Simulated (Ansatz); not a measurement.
Reactions of `CC(C)(C)F`.

Program: Ansatz. Geometries: PBE0-D4/def2-TZVP. ΔE: electronic, gas phase. CCSD(T)/CBS adds triple-zeta CCSD(T) − MP2 to the extrapolated MP2 energy (def2 sets, frozen cores). This one scheme is used for every species. def2 core potentials past Kr. For Nb, V outer-core shells are correlated without core-valence functions, which leaves a few kJ/mol of doubt a bond. Scalar relativity is left out up to krypton. One conformer a species, not always the lowest.

Task: Order these by ΔE at CCSD(T)/CBS, lowest first. (Estimate.)
A. `CC(C)(C)F` + `[NH]=[V]([NH2])([NH2])[NH2]` → `C[N]=[V]([NH2])([NH2])[NH2]` + `CC(C)F`
B. `CC(C)(C)F` + `N[Si](F)(F)F` → `CC(C)(C)N[Si](F)(F)F` + H–F
C. `CC(C)(C)F` + `[CH3][Nb](=[NH])([F])[Cl]` → `CC(C)(C)[N]=[Nb]([CH3])([F])[Cl]` + H–F
D. `CC(C)(C)F` + `OB(S)S` → `COB(S)S` + `CC(C)F`

Result: C (-38.9 kJ/mol), B (+2.6 kJ/mol), A (+21.7 kJ/mol), D (+67.3 kJ/mol).

Largest T1 diagnostic: 0.032, for `[NH]=[V]([NH2])([NH2])[NH2]`, so its coupled-cluster energy is less sure.
